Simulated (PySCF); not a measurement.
# Field gradients at the hydrogen positions

Compound: C₆H₁₂O₂Si.
Geometry (GFN2-xTB, Å), atoms numbered from 1 in this order:
```
atom  x, y, z in Å
C1    -2.1113   -1.2093   -0.1569
C2    -1.3528    0.0731   -0.0302
C3    -2.1865    1.3114   -0.1982
C4    -0.0375    0.1382    0.2215
C5     0.6313    1.4850    0.3424
Si6    1.0293   -1.4033    0.4039
O7     2.5536   -0.9597    0.9488
C8     3.4926   -0.4262    0.2178
O9     3.4314   -0.1891   -0.9515
H10   -2.9090   -1.2394    0.5856
H11   -1.4713   -2.0737   -0.0177
H12   -2.5771   -1.2706   -1.1403
H13   -3.2082    1.0586   -0.4684
H14   -2.2077    1.8893    0.7263
H15   -1.7681    1.9541   -0.9718
H16    1.6503    1.3925    0.7072
H17    0.0829    2.1309    1.0274
H18    0.6691    1.9812   -0.6280
H19    0.6967   -2.2557    1.5442
H20    1.1920   -2.1565   -0.8376
H21    4.3914   -0.2139    0.8298
```

Level: PBE0/pcSseg-1 (PySCF, non-relativistic); Q(2H) = 0.00286 b; rigid geometry, the same for H and D, with no vibrational averaging.

Problem. Rank these positions by the coupling χzz of a deuteron there, largest first.
A. H16 (methyl hydrogen)
B. H10 (methyl hydrogen)
C. H21 (formyl hydrogen)
D. H20 (Si–H hydrogen)

Solution. A (213 kHz), B (208 kHz), C (181 kHz), D (108 kHz).

Problem. Give the electric field gradient Vzz (the principal value of largest size), its asymmetry and the 2H coupling at each hydrogen.

Solution. 
```tsv
atom	bonded to	bond length (Å)	Vzz (au)	η	χzz (kHz)
H10	C1	1.090	0.3095	0.03	208
H11	C1	1.085	0.3214	0.07	216
H12	C1	1.090	0.3099	0.02	208
H13	C3	1.087	0.3147	0.03	211
H14	C3	1.090	0.3112	0.02	209
H15	C3	1.089	0.3116	0.02	209
H16	C5	1.086	0.3168	0.05	213
H17	C5	1.090	0.3118	0.02	210
H18	C5	1.091	0.3105	0.02	209
H19	Si6	1.462	0.1614	0.03	108
H20	Si6	1.461	0.1614	0.05	108
H21	C8	1.108	0.2688	0.02	181
```

Problem. Average by the element that carries the hydrogen.

Solution. on C: 207 kHz over 10 positions, mean bond length 1.091 Å; on Si: 108 kHz over 2 positions, mean bond length 1.462 Å.

Problem. How does χzz go with the bond length over the 10 C–H bonds?

Solution. A straight-line fit has a slope of -15.0 kHz for each 0.01 Å, with a correlation coefficient of -1.00, over lengths from 1.085 to 1.108 Å. The longer bonds have the smaller couplings here.

Problem. Give the 2H NMR doublet splittings at H18 for a magnetic field along the z, y and x axes of the gradient: 3χ/2, 3χ(1 + η)/4, 3χ(1 − η)/4.

Solution. With |χ| = 208.7 kHz and η = 0.016: 313, 159 and 154 kHz, to first order and without motion.

Geometry: GFN2-xTB, one conformer, isolated molecule. GFN2-xTB bond lengths can be off by several hundredths of an ångström, more for odd bonds, and the gradients follow them. With a basis this small, the couplings can be 20 % off.

The run behind these numbers computed NMR shieldings as well. Time: 1.7 min of wall time (grids of density and orbitals included); peak memory 1.0 GiB. Hardware: one thread of an Arm Neoverse N1, shared host with 64 logical CPUs at a one-minute load of 60.
